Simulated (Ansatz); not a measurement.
Geometry optimisation, Ansatz, RKS LDA/def2-SVPD.

Input:

```yaml
crystal:
  periodic: [false, false, false]
  atoms:
    - { symbol: O, position_ang: [0.71336, -0.54864, 0.60116] }
    - { symbol: Ge, position_ang: [-0.28846, 0.39961, -0.29893] }
    - { symbol: H, position_ang: [0.79549, -1.45225, 0.93663] }
    - { symbol: H, position_ang: [0.04668, 1.87215, -0.56452] }
    - { symbol: H, position_ang: [-1.44402, -0.48937, -0.70759] }
total_charge: 1
basis:
  gaussian: { orbitals: def2-SVPD }
hamiltonian:
  xc: lda
relax:
  f_tol: 0.015
  max_steps: 40
```

Command:

```bash
$ ansatz run input.yaml --threads 1 --pin off --max-ram 2048MiB --backend cpu --events-out ev --progress --plain --runs-dir out
```

Q: Where does it end, and by what steps?

A: The forces met the threshold. After 5 steps the energy has fallen by 0.245 eV; O1 moved furthest, 0.17 Å.

| step | energy less start (eV) | largest force component (eV/Å) | accepted |
| --- | --- | --- | --- |
| 0 | 0.0000 | 1.716 | yes |
| 1 | -0.1580 | 0.894 | yes |
| 2 | -0.2187 | 0.835 | yes |
| 3 | -0.2400 | 0.461 | yes |
| 4 | -0.2454 | 0.016 | yes |
| 5 | -0.2454 | 0.002 | yes |

```xyz
5
Properties=species:S:1:pos:R:3
O 0.846 -0.460 0.652
Ge -0.324 0.330 -0.298
H 0.764 -1.409 0.904
H 0.085 1.786 -0.514
H -1.547 -0.466 -0.777
```

Whether the end is a true minimum wasn't checked by a vibrational analysis.

Time of the run: 16 s on 1 thread of Intel(R) Xeon(R) Processor @ 2.50GHz (Skylake/Cascade Lake) (shared host), peak memory 0.14 GiB.
